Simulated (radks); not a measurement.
Values are calculated unless marked as measured or tabulated.
The magnesium ion Mg6+, 6 electrons, occupied as [He] 2s2 2p2. Level of theory: non-relativistic Kohn-Sham, PBE, spin-polarised, spherical densities, point nucleus; open shells are filled with parallel spins first (a radial shooting solver on a logarithmic mesh with Libxc functionals).

Unscreened Slater integrals over Kohn-Sham orbitals (eV). They are taken over the spin-up orbitals.

integral    value
F0(2p,2p)  45.552
F2(2p,2p)  21.528
F0(2p,2s)  42.580
G1(2p,2s)  25.061
F0(2p,1s)  62.587
G1(2p,1s)  9.6963
F0(2s,2s)  40.624
F0(2s,1s)  57.000
G0(2s,1s)  5.0940
F0(1s,1s)  195.98

Derived for the open shells (J is the average intra-shell exchange parameter used in DFT+U). 2p: J = F2/5 = 4.306 eV; in LS coupling 1D lies 6 F2/25 = 5.167 eV above 3P.
